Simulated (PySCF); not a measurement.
P⁺: interval between two levels

P⁺ [Ne] 3s2 3p2 [3P2, M_J = 2] → P⁺ [Ne] 3s1 3p2 4s1 [5P3, M_J = 3], as a difference of total energies. All numbers are calculated (PySCF 2.14, the two-component X2C-1e Hamiltonian, in x2c-SVPall-2c with one added diffuse shell each of s, p type (5s5p1d, 25 functions)). Correlated levels: [Ne] frozen. "Screened" scales the spin-orbit matrix elements by Boettger's factors to mimic the two-electron term; Breit and QED terms are absent.

```
                    method  interval between two levels (cm⁻¹)
           GHF (spin-free)                              127250
          GMP2 (spin-free)                              135610
 GHF (screened spin-orbit)                              127300
GMP2 (screened spin-orbit)                              135660
```

The labels give the starting determinants; with spin-orbit coupling the two ends relaxed to ⟨J²⟩ = 6.01, ⟨L²⟩ = 2.01, ⟨S²⟩ = 2.00 and ⟨J²⟩ = 12.00, ⟨L²⟩ = 2.00, ⟨S²⟩ = 6.00.

The promoted electron is Rydberg-like, and one or two diffuse shells describe it only roughly, which tends to raise the upper state.
